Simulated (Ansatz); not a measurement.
`[F][Sn]([F])([SH])[SH]`, relaxed with RKS PBE-D4/def2-SVP in the Gaussian-basis code of Ansatz from a rough embedded geometry. The force threshold is 0.03 eV/Å; the program also tests the step.

The species carries charge 0 and has multiplicity 1. Sn: def2 effective core potential.

Start:

```xyz
7

F    -0.549    2.261    1.312
Sn    0.068    0.678    0.285
F     1.885    0.964   -0.252
S    -1.216    0.335   -1.655
S    -0.060   -1.294    1.702
H    -0.565   -0.830   -2.047
H     0.436   -2.113    0.655
```

```json
{"step": "1", "energy (eV)": "-32945.7066", "largest force (eV/Å)": "1.142", "largest move (Å)": "0.000"}
{"step": "2", "energy (eV)": "-32945.7906", "largest force (eV/Å)": "0.914", "largest move (Å)": "0.194"}
{"step": "3", "energy (eV)": "-32945.8707", "largest force (eV/Å)": "0.299", "largest move (Å)": "0.098"}
{"step": "4", "energy (eV)": "-32945.8839", "largest force (eV/Å)": "0.106", "largest move (Å)": "0.041"}
{"step": "5", "energy (eV)": "-32945.8880", "largest force (eV/Å)": "0.098", "largest move (Å)": "0.041"}
{"step": "6", "energy (eV)": "-32945.8911", "largest force (eV/Å)": "0.050", "largest move (Å)": "0.059"}
{"step": "7", "energy (eV)": "-32945.8923", "largest force (eV/Å)": "0.039", "largest move (Å)": "0.040"}
{"step": "8", "energy (eV)": "-32945.8937", "largest force (eV/Å)": "0.339", "largest move (Å)": "0.195"}
{"step": "9", "energy (eV)": "-32945.8965", "largest force (eV/Å)": "0.156", "largest move (Å)": "0.039"}
{"step": "10", "energy (eV)": "-32945.8990", "largest force (eV/Å)": "0.144", "largest move (Å)": "0.063"}
{"step": "11", "energy (eV)": "-32945.9043", "largest force (eV/Å)": "0.102", "largest move (Å)": "0.113"}
{"step": "13", "energy (eV)": "-32945.9081", "largest force (eV/Å)": "0.128", "largest move (Å)": "0.065"}
{"step": "15", "energy (eV)": "-32945.9150", "largest force (eV/Å)": "0.054", "largest move (Å)": "0.108"}
{"step": "17 (rejected)", "energy (eV)": "-32945.9151", "largest force (eV/Å)": "0.542", "largest move (Å)": "0.197"}
{"step": "19", "energy (eV)": "-32945.9281", "largest force (eV/Å)": "0.198", "largest move (Å)": "0.098"}
{"step": "21 (rejected)", "energy (eV)": "-32945.9212", "largest force (eV/Å)": "0.747", "largest move (Å)": "0.199"}
{"step": "23", "energy (eV)": "-32945.9427", "largest force (eV/Å)": "0.327", "largest move (Å)": "0.097"}
{"step": "25", "energy (eV)": "-32945.9587", "largest force (eV/Å)": "0.094", "largest move (Å)": "0.051"}
{"step": "27 (rejected)", "energy (eV)": "-32945.9408", "largest force (eV/Å)": "0.706", "largest move (Å)": "0.199"}
{"step": "29 (rejected)", "energy (eV)": "-32945.9627", "largest force (eV/Å)": "0.206", "largest move (Å)": "0.074"}
{"step": "31", "energy (eV)": "-32945.9641", "largest force (eV/Å)": "0.070", "largest move (Å)": "0.049"}
{"step": "33", "energy (eV)": "-32945.9649", "largest force (eV/Å)": "0.045", "largest move (Å)": "0.039"}
{"step": "35", "energy (eV)": "-32945.9651", "largest force (eV/Å)": "0.002", "largest move (Å)": "0.010"}
```

End:

```xyz
7

F    -0.440    2.033    1.226
Sn   -0.006    0.475    0.138
F     1.927    0.636   -0.093
S    -1.240    0.714   -1.920
S    -0.274   -1.615    1.316
H    -1.043   -0.608   -2.195
H     1.075   -1.635    1.528
```

It took 38 s on 4 threads of a server CPU on a shared host, with 0.17 GiB of host memory at the peak.
